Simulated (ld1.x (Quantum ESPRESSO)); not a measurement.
## Scattering properties, ultrasoft potential for oxygen

| Property | Result |
| --- | --- |
| Element | O |
| Generator | ld1.x (Quantum ESPRESSO) 7.5 |
| Type | ultrasoft |
| Functional | PBE |
| Relativity | scalar-relativistic |
| Frozen core | [He] |
| Valence charge | 6 |
| Reference configuration | 2s2 2p4 |
| Partial waves | 2s (bound): rcut 0.70, rcutus 1.00 bohr; 2s channel at -1.45 Ry: rcut 0.70, rcutus 1.00 bohr; 2p (bound): rcut 0.95, rcutus 1.30 bohr; 2p channel at 3.45 Ry: rcut 0.95, rcutus 1.30 bohr; 3d channel at 0.05 Ry: rcut 1.05, rcutus 1.20 bohr |
| Local potential | all-electron potential smoothed inside 1.00 bohr (lloc = -2) |
| Core correction | none |
| Augmentation charge | PSQ, inside the norm-conserving radii |

The phase is arctan(r·u′/u) with u = r·R(r), unwrapped; energies in Ry, scanned from -4 to 5 Ry. A pole is an energy at which the radial function vanishes at the test radius. The pseudo phase is shifted by a multiple of π to meet the all-electron one at the reference energy, and phase errors are pseudo minus all-electron; the curves can meet again beyond the range given. Levels narrower than the energy grid can be missing from the lists of poles.

| channel | radius (bohr) | reference energy (Ry) | poles, all-electron | poles, pseudo | unbroken range about the reference energy with phases within 0.05 rad | phase error 1 Ry above the reference energy (rad) |
| --- | --- | --- | --- | --- | --- | --- |
| s | 1.40 | -1.76 | 0.72 | 0.71 | the whole range | -0.000 |
| p | 1.40 | -0.66 | 1.41 | 1.41 | the whole range | +0.000 |
| d | 1.40 | 0.05 | none | none | the whole range | +0.000 |

Phases in the p channel:

```
E (Ry)  all-electron  pseudo
 -4.00         1.145   1.145
 -3.52         1.098   1.098
 -3.04         1.034   1.034
 -2.56         0.938   0.938
 -2.08         0.780   0.780
 -1.60         0.490   0.490
 -1.12        -0.052  -0.052
 -0.64        -0.707  -0.707
 -0.16        -1.121  -1.121
  0.32        -1.339  -1.339
  0.80        -1.467  -1.467
  1.28        -1.552  -1.552
  1.76        -1.615  -1.615
  2.24        -1.666  -1.666
  2.72        -1.710  -1.710
  3.20        -1.752  -1.752
  3.68        -1.792  -1.792
  4.16        -1.835  -1.835
  4.64        -1.882  -1.882
```
